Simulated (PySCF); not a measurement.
An unknown gives this computed stick spectrum. Method used: TDDFT PBE0/def2-SVPD, vertical, gas phase, core orbitals frozen in the response in PySCF 2.14.0, density-fitted response routines. Geometries: GFN2-xTB, one conformer each.

| state | λ (nm) | f |
| --- | --- | --- |
| S1 | 212.3 | 0.012 |
| S2 | 201.7 | 0.024 |
| S3 | 186.3 | 0.219 |
| S4 | 184.3 | 0.010 |
| S5 | 180.4 | 0.0041 |
| S6 | 175.0 | 0.029 |
| S7 | 173.1 | 0.0053 |
| S8 | 170.8 | 0.0084 |

Triplets computed (Tamm–Dancoff): 4.15, 5.57, 6.12 eV.

Question: Which candidate is it?
A. `O=[P@H]1CC=C([SiH3])C1`
B. `Cc1cpccc1`
C. `COCCOC`

Answer: A. Its S1 lies at 5.84 eV; the nearest of the others has S1 at 4.83 eV. S1 is HOMO→LUMO (93%). Löwdin shares by element: HOMO oxygen 49%, carbon 19% or more, phosphorus 12% (atoms not listed hold the other 19%); LUMO carbon 67% or more, silicon 9% (atoms not listed hold the other 24%). At the same level the other candidates give, for their lowest levels:
- `Cc1cccpc1`: 257 nm (f 0.003); 251 nm (f 0.017); 240 nm (f 0.105); 225 nm (f 0.000); 205 nm (f 0.310); T1 3.20 eV; HOMO -7.01, LUMO -1.41 eV
- `COCCOC`: 177 nm (f 0.019); 174 nm (f 0.010); 166 nm (f 0.009); 162 nm (f 0.002); 158 nm (f 0.016); T1 6.84 eV; HOMO -7.45, LUMO 0.71 eV
